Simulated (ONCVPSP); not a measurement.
## Plane-wave convergence, ONCV potential for Be

* Element: Be (Z = 4)
* Generator: ONCVPSP 4.0.1
* Type: optimised norm-conserving Vanderbilt (ONCV)
* Functional: revPBE
* Relativity: scalar-relativistic
* Frozen core: [He]
* Valence charge: 2
* Reference configuration: 2s1.75 (charge +0.25)
* Partial waves: 2s: rc 1.95 bohr, ncon 4, nbas 9, qcut 3.7 1/bohr, 2 projectors, debl 0.7 Ha; p scattering state at 0.03 Ha: rc 1.85 bohr, ncon 3, nbas 7, qcut 4.8 1/bohr, 2 projectors, debl 3.6 Ha; d scattering state at 0.21 Ha: rc 2.05 bohr, ncon 3, nbas 6, qcut 4.1 1/bohr, 2 projectors, debl 1 Ha
* Local potential: polynomial inside 1.30 bohr (lpopt 5, dvloc0 0 Ha)
* Core correction: none

In the p channel the program set the typed energies aside and used 0.050, 3.650 Ha.

Q: For each optimised wave give the share of its norm inside rc, the residual kinetic energy above qcut (Ha) and the cutoffs (Ha) for errors of 10, 1, 0.1 and 0.01 mHa per electron.

A:

```tsv
wave	norm inside rc	residual KE	10 mHa	1 mHa	0.1 mHa	0.01 mHa
2s	0.338	1.7e-04	2.5	5.2	8.0	53.6
s projector 2	0.208	4.0e-04	3.5	6.0	10.6	32.9
p projector 1	0.086	2.3e-05	3.2	6.7	9.7	18.2
p projector 2	0.147	8.1e-03	11.2	33.4	65.2	not reached
d projector 1	0.049	6.2e-06	1.4	2.9	5.2	7.8
d projector 2	0.220	2.6e-04	3.8	6.6	9.4	17.7
```

The occupied waves need 5.2 Ha and 8.0 Ha for 1 and 0.1 mHa. The cutoffs count occupied waves only; projector 2 of the p channel, the hardest unoccupied one, needs 33 Ha at the loose tolerance.
